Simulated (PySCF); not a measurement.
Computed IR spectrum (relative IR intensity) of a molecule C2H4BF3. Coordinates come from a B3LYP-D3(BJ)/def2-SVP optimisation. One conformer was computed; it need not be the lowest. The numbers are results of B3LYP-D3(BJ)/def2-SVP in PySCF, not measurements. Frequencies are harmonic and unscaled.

```tsv
ν (cm⁻¹)	relative intensity
93	8.2
98	2.7
137	3.5
227	2.4
339	2.3
424	3.1
525	17
934	11
1059	100
1087	56
1153	18
1242	3.3
1297	53
1388	56
1417	42
1429	23
1441	46
3001	11
3004	12
3034	8.4
3046	12
```

### Question
Which structure fits?
(A) FCB(F)CF
(B) CB(F)C(F)F
(C) C[C@H](F)B(F)F

### Answer
A, FCB(F)CF
